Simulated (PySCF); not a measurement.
Ti(Cl)3(NH2) anion (Cl3H2NTi), SMILES [NH2][Ti]([Cl])([Cl])[Cl] (connectivity only; charge and spin as stated), charge -1, multiplicity 2.

Geometry optimised at PBE-D3(BJ)/def2-SVPD. The spin state was assumed, not searched. The isomer is the one that the SMILES or the coordinates give; other isomers of the formula were not compared. Other conformers were not sampled.

The numbers are results of PySCF 2.14.0 with PBE-D3(BJ)/def2-SVPD, not measurements.

Frequencies are harmonic and unscaled.

Computed harmonic wavenumbers and intensities:
```json
[
 {"mode": "1", "ν (cm⁻¹)": "66", "IR (km/mol)": "0.1", "moving atoms (share of kinetic energy)": "Cl 67 %, N 23 %, H 8 %"},
 {"mode": "2", "ν (cm⁻¹)": "76", "IR (km/mol)": "1.3", "moving atoms (share of kinetic energy)": "H 39 %, Cl 34 %, N 15 %, Ti 13 %"},
 {"mode": "3", "ν (cm⁻¹)": "88", "IR (km/mol)": "0.7", "moving atoms (share of kinetic energy)": "Cl 84 %"},
 {"mode": "4", "ν (cm⁻¹)": "104", "IR (km/mol)": "4.4", "moving atoms (share of kinetic energy)": "Cl 53 %, Ti 31 %, N 13 %"},
 {"mode": "5", "ν (cm⁻¹)": "139", "IR (km/mol)": "3.7", "moving atoms (share of kinetic energy)": "N 37 %, Cl 32 %, H 21 %, Ti 10 %"},
 {"mode": "6", "ν (cm⁻¹)": "173", "IR (km/mol)": "0.0", "moving atoms (share of kinetic energy)": "H 73 %, Cl 14 %, N 11 %"},
 {"mode": "7", "ν (cm⁻¹)": "294", "IR (km/mol)": "20.1", "moving atoms (share of kinetic energy)": "Cl 84 %, Ti 12 %"},
 {"mode": "8", "ν (cm⁻¹)": "351", "IR (km/mol)": "108.7", "moving atoms (share of kinetic energy)": "Ti 49 %, Cl 45 %"},
 {"mode": "9", "ν (cm⁻¹)": "355", "IR (km/mol)": "46.1", "moving atoms (share of kinetic energy)": "Ti 46 %, Cl 42 %, H 10 %"},
 {"mode": "10", "ν (cm⁻¹)": "432", "IR (km/mol)": "206.1", "moving atoms (share of kinetic energy)": "H 60 %, N 27 %, Ti 11 %"},
 {"mode": "11", "ν (cm⁻¹)": "501", "IR (km/mol)": "66.7", "moving atoms (share of kinetic energy)": "H 78 %, N 16 %"},
 {"mode": "12", "ν (cm⁻¹)": "637", "IR (km/mol)": "102.6", "moving atoms (share of kinetic energy)": "N 62 %, Ti 28 %, H 11 %"},
 {"mode": "13", "ν (cm⁻¹)": "1455", "IR (km/mol)": "13.1", "moving atoms (share of kinetic energy)": "H 90 %, N 10 %"},
 {"mode": "14", "ν (cm⁻¹)": "3401", "IR (km/mol)": "2.5", "moving atoms (share of kinetic energy)": "H 96 %"},
 {"mode": "15", "ν (cm⁻¹)": "3492", "IR (km/mol)": "0.9", "moving atoms (share of kinetic energy)": "H 91 %, N 9 %"}
]
```
